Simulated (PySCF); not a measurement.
## Bond curve of RbC

Set-up: PySCF, scalar-relativistic core potentials, basis sets Rb def2-SVPD with ECP28, C def2-SVPD. Energies in eV from Rb + C in their ground configurations at the same level. State: ⁴Σ⁻ (quartet), unpaired electrons σ ↑, π ↑↑.

```csv
R (Å),UHF-CCSD(T)
2.437,-1.573
2.546,-1.736
2.627,-1.800
2.708,-1.824
2.789,-1.818
2.898,-1.775
3.033,-1.683
3.195,-1.539
```

Question: Put a parabola through the three lowest points of the UHF-CCSD(T) curve and estimate Re, k and ωe (reduced mass 10.51 u; 1 eV/Å² = 0.16022 mdyn/Å; ωe = 1302.8·√(k/μ) cm⁻¹).

Answer: Through R = 2.627, 2.708, 2.789 Å the second-order coefficient is 2.29 eV/Å², so Re ≈ 2.732 Å, k ≈ 0.733 mdyn/Å and ωe ≈ 344 cm⁻¹. A polynomial fit of higher order to the unrounded UHF-CCSD(T) energies gives Re = 2.730 Å, k = 0.677 mdyn/Å, ωe = 331 cm⁻¹; anharmonicity and rounding make the difference.

The higher-order fit for each curve: UHF-CCSD(T): Re = 2.730 Å, ωe = 331 cm⁻¹, De = 1.82 eV.

Correlated steps freeze 1 core orbital. Correlated levels converge slowly with the basis: in double zeta they bind strong bonds too weakly, by up to about 1 eV, and carry superposition errors of some tenths. Spin–orbit coupling is left out. The state was picked by a PBE0 search and need not be the measured ground state.
